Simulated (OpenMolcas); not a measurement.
An atom or ion with 21 electrons was computed by MS-RASPT2, IPEA 0.25 Eh, imaginary shift 0.1 Eh with spin-orbit coupling (OpenMolcas, ANO-RCC-VTZP, DKH2). The lowest levels that the run gave, each within 12 % of the measured value where one is at hand:

```json
{"J": "3/2", "Parity": "even", "E (cm⁻¹)": "0.0", "g": "0.400"}
{"J": "5/2", "Parity": "even", "E (cm⁻¹)": "751", "g": "1.029"}
{"J": "7/2", "Parity": "even", "E (cm⁻¹)": "1752", "g": "1.238"}
{"J": "9/2", "Parity": "even", "E (cm⁻¹)": "2960", "g": "1.333"}
{"J": "1/2", "Parity": "even", "E (cm⁻¹)": "22170", "g": "2.644"}
{"J": "3/2", "Parity": "even", "E (cm⁻¹)": "22390", "g": "1.720"}
{"J": "5/2", "Parity": "even", "E (cm⁻¹)": "23360", "g": "1.600"}
{"J": "7/2", "Parity": "even", "E (cm⁻¹)": "24460", "g": "0.889"}
{"J": "9/2", "Parity": "even", "E (cm⁻¹)": "25440", "g": "1.106"}
{"J": "3/2", "Parity": "even", "E (cm⁻¹)": "30990", "g": "1.149"}
{"J": "1/2", "Parity": "even", "E (cm⁻¹)": "31260", "g": "0.693"}
{"J": "9/2", "Parity": "even", "E (cm⁻¹)": "33670", "g": "0.915"}
```

Question: Which ion is it, and what are the configurations and terms?

Answer: Co6+ (Z = 27, charge +6; active space 9 electrons in 8 orbitals (RAS1 3p, at most 2 holes; RAS2 3d)). J, parity and g give the terms where levels are pure, and mixed ones are named by the computed weights; the size of the splittings, set against known spectra of the 21-electron sequence, gives the charge. In order, with the measured energies in cm⁻¹ (Sugar and Corliss, J. Phys. Chem. Ref. Data 10, 1097 (1981)): 3d³ ⁴F_3/2, 3d³ ⁴F_5/2 (698), 3d³ ⁴F_7/2 (1610), 3d³ ⁴F_9/2 (2723), 3d³ ⁴P_1/2 (21096), 3d³ ⁴P_3/2 (21304), 3d³ ⁴P_5/2 (22187), 3d³ ²G_7/2, 3d³ ²G_9/2, 3d³ ²P_3/2 [60 %], 3d³ ²P_1/2, 3d³ ²H_9/2.

CASPT2 does not keep the components of a term degenerate, so their means are used; among the terms shown or strongly mixed into the levels shown the widest spread is 950 cm-1 (3d³ ⁴F). Active for correlation alone: 3p; no level in the range computed is led by a configuration that opens it, so any true level of that kind is missing. The CASPT2 spread within a term exceeds the gap to the next term for 3d³ ²D(1) and 3d³ ²H, so the order of their levels is uncertain. Computed and measured levels are paired by configuration, term and J; levels that our copy of the source lacks, or whose pairing is in doubt (as where it misses far off the trend of its configuration), stay unpaired and out of the deviations. Only configurations of the active space appear.

A share in square brackets marks a mixed level and gives the weight of the term that names it. A number in round brackets counts repeated terms of one configuration in the order of the reference energies.
